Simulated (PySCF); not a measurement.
A structure optimised at B3LYP-D3(BJ)/def2-SVP, used in a PySCF frequency run:

```
In
F 1 1.9656
F 1 1.9656 2 109.23
As 1 2.5938 2 125.35 3 177.03
H 4 1.5314 1 89.17 2 137.78
H 4 1.5314 5 92.11 1 89.14
```

### Question
Write its SMILES, formula and point group.

### Answer
[F][In]([F])[AsH2], AsF2H2In, Cs

### Question
What are its rotational constants (standard atomic weights)?

### Answer
4.9415, 1.0926, 0.90192 GHz
